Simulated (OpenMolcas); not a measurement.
# W4+: moving or changing the point charges

W4+ among 4 point charges of -2 e arranged as a square (D4h), 2.11 Å from the ion.
```
   2.1100    0.0000    0.0000  -2.00
   0.0000    2.1100    0.0000  -2.00
  -2.1100    0.0000    0.0000  -2.00
   0.0000   -2.1100    0.0000  -2.00
```

```json
{
 "Program": "OpenMolcas 26.06",
 "Method": "SS-CASPT2, IPEA 0.25 Eh, imaginary shift 0.1 Eh (closed shells correlated: 4f 5s 5p)",
 "Basis": "ANO-RCC-VDZP [7s6p4d2f1g]",
 "Scalar Hamiltonian": "DKH2, point nucleus",
 "Active space": "2 electrons in 5 orbitals (5d)",
 "State averaging": "2S+1 = 3 even, 10 roots; 2S+1 = 1 even, 15 roots",
 "Spin-orbit coupling": "RASSI with atomic mean-field integrals over the reference wave functions"
}
```

Runs around this geometry, states (labels of D4, the rotations of D4h). Energies in cm-1 above the lowest state or level, χT in cm3 K/mol.

```json
{"R (Å)": "2.11", "q (e)": "-1", "Ground state": "3E", "First state of that spin": "3A2 210", "First gap with spin-orbit (degeneracies)": "2040 (1, 2)", "χT at 300 K": "0.045", "First state of another spin": "1B2 7610"}
{"R (Å)": "2.11", "q (e)": "-2", "Ground state": "3E", "First state of that spin": "3A2 6480", "First gap with spin-orbit (degeneracies)": "3650 (1, 2)", "χT at 300 K": "0.031", "First state of another spin": "1A1 3610"}
{"R (Å)": "2.3", "q (e)": "-2", "Ground state": "3E", "First state of that spin": "3A2 3610", "First gap with spin-orbit (degeneracies)": "3090 (1, 2)", "χT at 300 K": "0.028", "First state of another spin": "1A1 6110"}
```

Taking the first state of the same spin as R^-n, n = -ln(3610 / 6480) / ln(2.3 / 2.11) = 6.8 between the shortest and longest distance.

An orbital doublet at a regular site is open to a Jahn-Teller distortion, which this geometry leaves out. Free-ion shares, where given, are those of the reference states; single-state CASPT2 does not remix them. Spin-orbit coupling mixes the spin-free states strongly: the lowest level takes only 58 % from its leading state, 3E (holds for R = 2.11, q = -1). Point charges carry no covalency, so the field is a model and not that of real ligands. No measured value stands beside these numbers.
